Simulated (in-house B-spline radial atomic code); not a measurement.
**RPA and G0W0 on SCAN: the arsenic ion As³⁺**

Configuration [Ar] 3d10 4s2, mean-field start SCAN. Computed with an all-electron radial atomic-structure program (B-spline basis): all electrons, scalar-relativistic (spin-free one-electron X2C), finite nucleus, each spin shell either full or empty, empty states to l = 9 with an (l + 1/2)⁻⁴ tail; G0W0 by contour deformation at full frequency.

Command:
```bash
python run_gw.py task.json out
```
Settings (radii: box in bohr, nucleus in fm):
```
Z                        33
electrons                30
configuration            [Ar] 3d10 4s2
hamiltonian              x2c
method                   scan,scan
lmax                     9
rms_radius               4.0968
spin_polarised           False
box_radius               14.14
intervals                69
ion_configuration        [Ar] 3d10 4s1
```

Time taken, with all properties: 7.7 s on 1 thread of Arm Neoverse N1 (shared host).

Energies (hartree):

| term | value |
| --- | --- |
| mean-field total | -2258.87098 |
| Hartree-Fock functional on these orbitals | -2257.05028 |
| direct second order | -2.6636 |
| second-order exchange | 0.77282 |
| SOSEX correction | 0.69913 |

**Question.** What is the RPA correlation energy, and what remains with SOSEX?

**Answer.** RPA gives -2.2712 hartree (-2.06 eV per electron); RPA + SOSEX gives -1.572, and the second-order doubles -1.8908 hartree (no singles). RPA lacks exchange-type terms and so overcorrelates at short range.

Quasi-particle levels (eV):

| level | occupied | mean field | Σx - vxc | Σc | QP weight | G0W0 |
| --- | --- | --- | --- | --- | --- | --- |
| 4s | yes | -44.87 | -3.30 | ? | ? | ? |
| 3d | yes | -75.87 | -15.35 | 3.88 | 0.904 | -87.34 |
| 4p | no | -32.59 | 5.96 | -1.55 | 0.954 | -28.181 |

G0W0 = mean field + (Σx - vxc) + Σc, with Σc (partial-wave tail included) taken at the quasi-particle energy. Only the outer levels were computed. Levels of low weight are left out.

**Question.** Where does G0W0 put 4s?

**Answer.** At -50.29 eV, with Σc = -2.12 eV and a quasi-particle weight of 0.956. The tabulated removal energy is 50.15 ± 0.06 eV (NIST, measured); the calculation leaves out spin-orbit coupling, Breit and QED terms, and what these don't explain is the method's own error.

**Question.** What does it cost to remove one electron (to [Ar] 3d10 4s1) by differences of total energies, each species on its own start (correlation terms add to the Hartree-Fock functional)?

**Answer.** SCAN 49.88 eV, Hartree-Fock functional 47.73 eV, + RPA 50.22 eV, + RPA + SOSEX 49.64 eV, + second order 50.73 eV. Tabulated: 50.15 ± 0.06 eV (NIST, measured); the calculation leaves out spin-orbit coupling, Breit and QED terms, and what these don't explain is the method's own error.
